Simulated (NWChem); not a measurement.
The numbers come from NWChem runs, not from measurements. System: CH₄O₂Si₂, charge 0, spin multiplicity 1, displaced from the optimised geometry. The structure started from a generated list of species. Level: B3LYP/def2-SVP, VWN1-RPA local correlation.

The NWChem input:

```
start mol
memory heap 200 mb stack 800 mb global 1000 mb
geometry units angstroms nocenter noautoz
  O      0.000000     0.000000    -2.338326
  C      0.000000     0.000000    -1.110962
  Si     1.378863     0.000000     0.403883
  O      0.000000     0.000000     1.469105
  Si    -1.378863     0.000000     0.403883
  H      2.243604     1.256889     0.577700
  H      2.243604    -1.256889     0.577700
  H     -2.243604     1.256889     0.577700
  H     -2.243604    -1.256889     0.577700
  symmetry group C2v
end
basis spherical
  * library def2-svp
end
dft
  xc b3lyp
  semidirect memsize 60000000 filesize 0
  iterations 100
  grid coarse
end
task dft gradient
```

Part of the output:

```
             Northwest Computational Chemistry Package (NWChem) 7.3.0
             --------------------------------------------------------

                                NWChem Input Module
                                -------------------

 Scaling coordinates for geometry "geometry" by  1.889725989
 (inverse scale =  0.529177249)

 Turning off AUTOSYM since
 SYMMETRY directive was detected!

                             Geometry "geometry" -> ""
                             -------------------------

 Output coordinates in angstroms (scale by  1.889725989 to convert to a.u.)

  No.       Tag          Charge          X              Y              Z
 ---- ---------------- ---------- -------------- -------------- --------------
    1 O                    8.0000     0.00000000     0.00000000    -2.33832600
    2 C                    6.0000     0.00000000     0.00000000    -1.11096200
    3 Si                  14.0000     1.37886300     0.00000000     0.40388300
    4 O                    8.0000     0.00000000     0.00000000     1.46910500
    5 Si                  14.0000    -1.37886300     0.00000000     0.40388300
    6 H                    1.0000     2.24360400     1.25688900     0.57770000
    7 H                    1.0000     2.24360400    -1.25688900     0.57770000
    8 H                    1.0000    -2.24360400     1.25688900     0.57770000
    9 H                    1.0000    -2.24360400    -1.25688900     0.57770000

 Effective nuclear repulsion energy (a.u.)     269.6821837339

            Nuclear Dipole moment (a.u.)
            ----------------------------
        X                 Y               Z
 ---------------- ---------------- ----------------
     0.0000000000     0.0000000000    -0.0000302356

      Symmetry information
      --------------------

 Group name             C2v
 Group number             16
 Group order               4
 No. of unique centers     5

      Symmetry unique atoms

     1    2    3    4    6


 Summary of "ao basis" -> "" (spherical)
 ------------------------------------------------------------------------------
       Tag                 Description            Shells   Functions and Types
 ---------------- ------------------------------  ------  ---------------------
 *                          def2-svp                  on all atoms

                                 NWChem DFT Module
                                 -----------------

 Summary of "ao basis" -> "ao basis" (spherical)
 ------------------------------------------------------------------------------
       Tag                 Description            Shells   Functions and Types
 ---------------- ------------------------------  ------  ---------------------
 O                          def2-svp                 6       14   3s2p1d
 C                          def2-svp                 6       14   3s2p1d
 Si                         def2-svp                 8       18   4s3p1d
 H                          def2-svp                 3        5   2s1p

 Summary of "ao basis" -> "ao basis" (spherical)
 ------------------------------------------------------------------------------
       Tag                 Description            Shells   Functions and Types
 ---------------- ------------------------------  ------  ---------------------
 O                          def2-svp                 6       14   3s2p1d
 C                          def2-svp                 6       14   3s2p1d
 Si                         def2-svp                 8       18   4s3p1d
[...]
    23      0.291373  2 C  pz                38      0.232639  3 Si pz
    70      0.232639  5 Si pz                39     -0.127112  3 Si px

 Vector   30  Occ=0.000000D+00  E= 3.223605D-02  Symmetry=a1
              MO Center= -8.6D-14,  1.3D-14,  6.2D-01, r^2= 7.4D+00
   Bfn.  Coefficient  Atom+Function         Bfn.  Coefficient  Atom+Function
  ----- ------------  ---------------      ----- ------------  ---------------
    80      0.763062  6 H  s                 85      0.763062  7 H  s
    90      0.763062  8 H  s                 95      0.763062  9 H  s
    31     -0.628966  3 Si s                 63     -0.628966  5 Si s
    32     -0.625303  3 Si s                 64     -0.625303  5 Si s
    39     -0.583924  3 Si px                71      0.583924  5 Si px

 center of mass
 --------------
 x =   0.00000000 y =   0.00000000 z =  -0.04192859

 moments of inertia (a.u.)
 ------------------
         548.439207638504           0.000000000000           0.000000000000
           0.000000000000         978.063524098952           0.000000000000
           0.000000000000           0.000000000000         475.109152817470

     Multipole analysis of the density
     ---------------------------------

     L   x y z        total         alpha         beta         nuclear
     -   - - -        -----         -----         ----         -------
     0   0 0 0     -0.000000    -27.000000    -27.000000     54.000000

     1   1 0 0      0.000000      0.000000      0.000000      0.000000
     1   0 1 0      0.000000      0.000000      0.000000      0.000000
     1   0 0 1      0.262299      0.131165      0.131165     -0.000030

     2   2 0 0    -30.223291   -146.116862   -146.116862    262.010433
     2   1 1 0      0.000000      0.000000      0.000000      0.000000
     2   1 0 1      0.000000      0.000000      0.000000      0.000000
     2   0 2 0    -32.573440    -27.569640    -27.569640     22.565840
     2   0 1 1      0.000000      0.000000      0.000000      0.000000
     2   0 0 2    -39.648914   -152.518197   -152.518197    265.387479

            General Information
            -------------------
          SCF calculation type: DFT
          Wavefunction type:  closed shell.
          No. of atoms     :     9
          No. of electrons :    54
           Alpha electrons :    27
            Beta electrons :    27
          Charge           :     0
          Spin multiplicity:     1
          Use of symmetry is: on ; symmetry adaption is: on
          Maximum number of iterations: 100
          AO basis - number of functions:    98
                     number of shells:    46
          Convergence on energy requested:  1.00D-06
          Convergence on density requested:  1.00D-05
          Convergence on gradient requested:  5.00D-04

              XC Information
              --------------
                         B3LYP Method XC Potential
                     Hartree-Fock (Exact) Exchange  0.200
                        Slater Exchange Functional  0.800 local
                    Becke 1988 Exchange Functional  0.720 non-local
              Lee-Yang-Parr Correlation Functional  0.810
                  VWN I RPA Correlation Functional  0.190 local

             Grid Information
             ----------------
          Grid used for XC integration:  coarse
          Radial quadrature: Mura-Knowles
          Angular quadrature: Lebedev.
          Tag              B.-S. Rad. Rad. Pts. Rad. Cut. Ang. Pts.
          ---              ---------- --------- --------- ---------
          O                   0.60       35          10.0       302
          C                   0.70       35           9.0       302
          Si                  1.10       70          10.0       302
          H                   0.35       35          12.0       302
          Grid pruning is: on
          Number of quadrature shells:   210
          Spatial weights used:  Erf1

          Convergence Information
          -----------------------
          Convergence aids based upon iterative change in
          total energy or number of iterations.
          Levelshifting, if invoked, occurs when the
          HOMO/LUMO gap drops below (HL_TOL):  1.00D-02
          DIIS, if invoked, will attempt to extrapolate
          using up to (NFOCK): 10 stored Fock matrices.

                    Damping( 0%)  Levelshifting(0.5)       DIIS
                  --------------- ------------------- ---------------
          dE  on:    start            ASAP                start
          dE off:    2 iters        100 iters           100 iters

      Screening Tolerance Information
      -------------------------------
          Density screening/tol_rho:  1.00D-10
          AO Gaussian exp screening on grid/accAOfunc:  14
          CD Gaussian exp screening on grid/accCDfunc:  20
          XC Gaussian exp screening on grid/accXCfunc:  20
          Schwarz screening/accCoul:  1.00D-08

                            NWChem DFT Gradient Module
                            --------------------------

  charge          =   0.00
  wavefunction    = closed shell

  Using symmetry

                         DFT ENERGY GRADIENTS

    atom               coordinates                        gradient
                 x          y          z           x          y          z
   1 O       0.000000   0.000000  -4.418795    0.000000   0.000000  -0.056521
   2 C       0.000000   0.000000  -2.099414    0.000000   0.000000   0.035827
   3 Si      2.605673   0.000000   0.763228    0.007797   0.000000  -0.008447
   4 O       0.000000   0.000000   2.776206    0.000000   0.000000   0.030287
   5 Si     -2.605673   0.000000   0.763228   -0.007797   0.000000  -0.008447
   6 H       4.239797   2.375176   1.091695    0.008567   0.011817   0.001825
   7 H       4.239797  -2.375176   1.091695    0.008567  -0.011817   0.001825
   8 H      -4.239797   2.375176   1.091695   -0.008567   0.011817   0.001825
   9 H      -4.239797  -2.375176   1.091695   -0.008567  -0.011817   0.001825

                 ----------------------------------------
                 |  Time  |  1-e(secs)   |  2-e(secs)   |
                 ----------------------------------------
                 |  CPU   |       0.01   |       3.22   |
                 ----------------------------------------
                 |  WALL  |       0.01   |       3.22   |
                 ----------------------------------------

 Task  times  cpu:        6.0s     wall:        6.0s

 Total times  cpu:        6.1s     wall:        6.1s
```
